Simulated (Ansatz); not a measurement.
Input for Ansatz (an electronic-structure program): R-r2SCAN/def2-TZVPPD on C2H6FN (a complex), monomers drawn apart or pushed together. Files ending in .json are basis or fitting sets from the Basis Set Exchange.

Ansatz 0.2 input:
```yaml
crystal:
  periodic: [false, false, false]
  atoms:
    - {symbol: N, position_ang: [-0.02761160, -0.09532381, 0.64327986]}
    - {symbol: H, position_ang: [0.65504430, 0.24667522, 1.31115156]}
    - {symbol: H, position_ang: [0.41783056, -0.82509455, 0.09884847]}
    - {symbol: H, position_ang: [-0.24275256, 0.66623092, 0.00995532]}
    - {symbol: C, position_ang: [-0.92692480, -0.22107151, 5.80524501]}
    - {symbol: C, position_ang: [0.17482608, 0.29575412, 6.30694260]}
    - {symbol: F, position_ang: [1.19741424, 0.71234773, 5.51732632]}
    - {symbol: H, position_ang: [-1.06293832, -0.33556922, 4.73673357]}
    - {symbol: H, position_ang: [-1.70759111, -0.53534209, 6.48290008]}
    - {symbol: H, position_ang: [0.40253240, 0.44992995, 7.35315668]}
basis:
  gaussian:
    orbitals: def2-TZVPPD.json
hamiltonian:
  xc: {name: r2SCAN}
scf: {lower_state_search: off}
```

Question: Give the final energy of this run.

Answer: -234.3606 hartree.
